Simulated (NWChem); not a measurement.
System: C2HCl2, doublet; SMILES [CH]=C(Cl)Cl

```xyz
5

C     -1.7728     0.0148     0.0000
C     -0.4627    -0.0120     0.0000
Cl     0.4431    -1.4799     0.0000
Cl     0.4986     1.4364     0.0000
H     -2.5953     0.7235     0.0000
```
Atoms are numbered in this order, from 1.

Results from NWChem. Spin-unrestricted. Spin-contaminated determinants: UHF/def2-SVP (<S²> = 1.01). Medium grid unless said otherwise, to which SCAN and Minnesota functionals are sensitive. In the optimisation the excess spin sits in a' (Cs, its own frame). The geometry was optimised at PBE0/def2-SVP, spin-unrestricted. No stability test was run on the SCF state. Total energies of different functionals are on different scales.

```tsv
level	energy (Ha)	highest occupied level (eV)	lowest empty minus highest occupied level, either spin (eV)	dipole (D)	<S²>	relative time
B3LYP/def2-SVP	-996.7726	-7.16	3.89	1.05	0.762	1
PBE/def2-SVP	-996.2755	-6.19	2.13	0.95	0.760	1
M05-2X/def2-SVP	-996.7151	-8.72	6.51	1.21	0.768	2
TPSS/def2-SVP	-996.8074	-6.29	2.44	1.10	0.765	2
r2SCAN/def2-SVP	-996.6473	-6.53	2.99	1.13	0.769	1
UHF/def2-SVP	-994.8628	-10.26	12.41	1.52	1.01	1
LRC-wPBEh/def2-SVP	-996.3718	-9.35	8.21	1.23	0.770	4
BP86/def2-SVP	-996.8354	-6.31	2.14	0.96	0.759	1
MPW1K/def2-SVP	-996.7637	-8.40	6.35	1.32	0.781	1
M06-L/def2-SVP	-996.7450	-6.55	3.31	1.16	0.762	2
LDA (Slater exchange, PW92)/def2-SVP	-993.0571	-6.24	1.66	0.91	0.758	1
```

Times are rough ratios from one shared machine.
